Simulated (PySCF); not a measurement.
Si(CF3)(H)2(Me) (C₂H₅F₃Si), SMILES C[SiH2]C(F)(F)F.

Geometry: B3LYP-D3(BJ)/def2-SVP.

Computed with B3LYP-D3(BJ)/def2-SVP (PySCF).

Frequencies are harmonic and unscaled.

```csv
mode,ν (cm⁻¹),IR (km/mol),moving atoms (share of kinetic energy)
1,62,0.0,"F 37 %, C 27 %, H 24 %, Si 12 %"
2,123,2.1,"F 38 %, C 36 %, H 20 %"
3,146,0.3,H 92 %
4,224,0.6,"F 62 %, H 21 %, Si 11 %"
5,273,0.8,"F 59 %, C 18 %, Si 13 %, H 11 %"
6,402,19.8,"Si 55 %, F 35 %, H 8 %"
7,486,13.8,"H 58 %, F 34 %"
8,521,1.9,F 89 %
9,523,0.6,"F 55 %, H 38 %"
10,680,28.8,"H 80 %, F 12 %"
11,687,0.4,"H 46 %, C 39 %, Si 11 %"
12,738,15.7,"F 75 %, H 12 %, C 10 %"
13,750,47.4,"H 46 %, Si 22 %, C 21 %, F 11 %"
14,886,25.3,"H 77 %, C 18 %"
15,899,223.7,"H 76 %, Si 12 %, C 10 %"
16,949,75.0,H 95 %
17,1135,204.1,"C 73 %, F 26 %"
18,1148,218.0,"C 73 %, F 26 %"
19,1239,142.6,"C 76 %, F 20 %"
20,1276,16.3,"H 79 %, C 21 %"
21,1431,3.9,H 96 %
22,1437,4.9,H 96 %
23,2246,72.0,H 98 %
24,2252,112.5,H 96 %
25,3037,1.1,H 97 %
26,3133,1.7,"H 91 %, C 9 %"
27,3134,1.2,"H 91 %, C 9 %"
```
